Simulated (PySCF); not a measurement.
Record of a relaxation.

Compound: C4HBCl2O.
Bonds: C1–C2 (triple), C2–C3, C3–C4 (double), C4–O5 (double), C3–B6, B6–Cl7, B6–Cl8. Hydrogens: H9 on C1.

Computed by this run: PySCF, PBE0-D3(BJ)/def2-SVP geometry optimisation, gas phase; density fitting, grid level 1; the optimiser is geomeTRIC in internal coordinates, started from a GFN2-xTB structure with every atom displaced at random (about 0.01 Å). The frame can shift and turn from step to step; on so coarse a grid that alone can change the energy by a few meV, and forces under 0.02 eV/Å are noise.

Step 0: E = -31903.6737 eV, largest atomic force 4.937 eV/Å
```
atom  x, y, z in Å  |  force x, y, z in eV/Å
C1     -0.889   -2.169   -0.107    0.370   0.813   0.011
C2     -0.321   -1.108   -0.091    0.520   0.563  -0.013
C3      0.334    0.154   -0.059    0.862   0.084  -0.059
C4      1.681    0.155   -0.298   -4.862   0.199   0.833
O5      2.776    0.169   -0.515    3.740   0.037  -0.675
B6     -0.420    1.460    0.264    1.030  -0.540  -0.281
Cl7    -2.095    1.389    0.575   -1.067   0.017   0.201
Cl8     0.423    2.981    0.309    0.300   0.464   0.010
H9     -1.432   -3.048   -0.111   -0.894  -1.637  -0.028
```

Step 1: E = -31903.7630 eV, largest atomic force 1.265 eV/Å
```
atom  x, y, z in Å  |  force x, y, z in eV/Å
C1     -1.021   -2.645   -0.034   -0.220  -0.287   0.004
C2     -0.429   -1.589   -0.009   -0.073   0.142   0.013
C3      0.220   -0.324    0.079    0.027   0.123  -0.326
C4      1.436   -0.193   -0.482    1.057  -0.237   0.653
O5      2.541   -0.119   -0.809   -0.868   0.113  -0.232
B6     -0.373    0.940    0.717   -0.615   0.085  -0.077
Cl7    -2.069    0.935    1.218    0.557   0.002  -0.017
Cl8     0.575    2.414    0.872   -0.037  -0.123   0.010
H9     -1.575   -3.572   -0.044    0.172   0.181  -0.030
```

Step 2: E = -31903.8166 eV, largest atomic force 0.488 eV/Å
```
atom  x, y, z in Å  |  force x, y, z in eV/Å
C1     -1.032   -2.647   -0.047   -0.014   0.022  -0.008
C2     -0.443   -1.589   -0.010   -0.021  -0.009   0.025
C3      0.217   -0.329    0.081   -0.099   0.083  -0.281
C4      1.454   -0.203   -0.433    0.362  -0.139   0.295
O5      2.538   -0.103   -0.802   -0.327   0.041  -0.089
B6     -0.397    0.946    0.675   -0.153  -0.039   0.283
Cl7    -2.038    0.951    1.288    0.184  -0.059  -0.131
Cl8     0.574    2.401    0.831    0.045   0.102  -0.079
H9     -1.568   -3.578   -0.075    0.023  -0.003  -0.016
```

Step 3: E = -31903.8319 eV, largest atomic force 0.168 eV/Å
```
atom  x, y, z in Å  |  force x, y, z in eV/Å
C1     -1.045   -2.637   -0.061    0.062   0.108  -0.020
C2     -0.454   -1.580   -0.003   -0.002  -0.043   0.056
C3      0.218   -0.328    0.099    0.026   0.019  -0.059
C4      1.466   -0.223   -0.389   -0.140  -0.033   0.029
O5      2.528   -0.116   -0.807    0.162   0.013  -0.040
B6     -0.383    0.949    0.701    0.018  -0.043  -0.015
Cl7    -2.009    0.918    1.315   -0.107   0.042   0.057
Cl8     0.553    2.436    0.769    0.028   0.010  -0.002
H9     -1.569   -3.571   -0.115   -0.047  -0.073  -0.007
```

Step 4: E = -31903.8332 eV, largest atomic force 0.052 eV/Å
```
atom  x, y, z in Å  |  force x, y, z in eV/Å
C1     -1.041   -2.642   -0.066    0.002   0.002  -0.022
C2     -0.456   -1.582   -0.005   -0.014  -0.006   0.041
C3      0.210   -0.326    0.093   -0.032   0.005   0.002
C4      1.461   -0.227   -0.389   -0.041   0.025   0.016
O5      2.527   -0.125   -0.800    0.049  -0.011  -0.012
B6     -0.388    0.950    0.704    0.024   0.000  -0.035
Cl7    -2.012    0.952    1.331   -0.012  -0.035   0.004
Cl8     0.565    2.428    0.763    0.031   0.026   0.006
H9     -1.560   -3.580   -0.123   -0.007  -0.005   0.000
```

Step 5: E = -31903.8336 eV, largest atomic force 0.031 eV/Å
```
atom  x, y, z in Å  |  force x, y, z in eV/Å
C1     -1.045   -2.639   -0.065   -0.011  -0.021  -0.019
C2     -0.459   -1.580   -0.004   -0.003   0.010   0.020
C3      0.209   -0.324    0.088    0.002   0.003  -0.013
C4      1.461   -0.229   -0.391    0.009   0.004   0.006
O5      2.531   -0.131   -0.795   -0.014  -0.006   0.004
B6     -0.385    0.953    0.698    0.004  -0.004   0.012
Cl7    -2.009    0.944    1.332    0.012   0.003  -0.009
Cl8     0.571    2.429    0.767   -0.005  -0.005  -0.004
H9     -1.567   -3.577   -0.121    0.006   0.017   0.003
```

Q: Summarise the path.

A: The energy falls by 0.1599 eV from step 0 to step 5; nine tenths of that is first reached at step 3. It falls at every step. The largest force goes from 4.937 to 0.031 eV/Å. Among the bonds C1–H9 changes most, from 1.033 to 1.075 Å; the atoms move by 0.082 Å rms after alignment.

Q: Follow the three bonds and two angles with the largest change from start to end.

A: 
```
step  E above end (eV)  largest force (eV/Å)  C1–H9 (Å)  B6–Cl7 (Å)  C4=O5 (Å)  C4–C3–B6 (°)  C2–C1–H9 (°)
   0            0.1599                 4.937      1.033       1.705      1.117         121.2         176.4
   1            0.0705                 1.265      1.080       1.768      1.155         116.3         178.3
   2            0.0170                 0.488      1.074       1.752      1.150         116.0         179.2
   3            0.0017                 0.168      1.072       1.739      1.146         116.2         179.8
   4            0.0003                 0.052      1.074       1.742      1.147         116.4         179.8
   5            0.0000                 0.031      1.075       1.743      1.147         116.3         179.8
```

What follows is the cost of the whole optimisation. Time: 37 s of wall time; peak memory 0.58 GiB. Hardware: one thread, Arm Neoverse V1 (aarch64), no GPU, shared host.
